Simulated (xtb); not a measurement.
Te(I)(GeH3) (GeH₃ITe), SMILES [GeH3][Te]I. All values are semi-empirical tight-binding results from xtb (GFN2-xTB unless named), good for trends rather than for accurate numbers. Geometry optimised at GFN2-xTB. The structure was generated by enumeration, and PubChem lists no compound with its InChIKey, so it may never have been made.

For metal compounds this method's bond lengths and energies can be far off.

```
Item                                           Value
-------------------------------------  -------------
orbital gap                                  2.88 eV
zero-point energy                      14.3 kcal/mol
G − E(el) at 298.15 K (modified RRHO)  -7.3 kcal/mol
```
